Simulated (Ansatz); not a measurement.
CH$_{3}$FInNO, SMILES `[NH2][In]([F])[CH]=O`, charge 0, multiplicity 1.

**Question.** Give a relaxed structure at PBE0-D4/def2-TZVP (Ansatz). (Estimate.)

**Answer.** The calculation gave: 
Z-matrix (Å, degrees):
```
N
In 1 1.999
H 1 1.009 2 119.7
H 1 1.010 2 116.3 3 -136.9
F 2 1.970 1 109.1 3 158.4
C 2 2.214 1 140.2 3 -29.9
O 6 1.193 2 123.1 1 10.1
H 6 1.114 2 116.1 1 -170.2
```
